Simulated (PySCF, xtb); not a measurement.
TeF3, SMILES F[Te](F)F, multiplicity 2.

The structure is a stationary point at B3LYP-D3(BJ)/def2-SVP. The spin state was assumed, not searched. The isomer is the one that the SMILES or the coordinates give; other isomers of the formula were not compared. The def2 effective core potentials stand for the cores of Te; spin–orbit coupling is left out.

Calculation: C-PCM-B3LYP/def2-SVP (PySCF).

The values are the electrostatic part of the solvation free energy, E(continuum) − E(gas) at the gas-phase geometry, in a cavity of scaled van der Waals radii (PySCF's table); cavitation and dispersion terms are not included. The dipole moment in vacuum is 2.59 D.

| solvent | ε | ΔG(elec) (kcal/mol) | dipole (D) |
|---|---|---|---|
| water | 78.36 | -8.1 | 3.22 |
| dimethylsulfoxide | 46.83 | -8.1 | 3.21 |
| n-hexane | 1.88 | -3.6 | 2.86 |

For comparison, GFN2-xTB/ALPB(water) (xtb, at the GFN2-xTB geometry, all terms of that model) gives 0.3 kcal/mol.
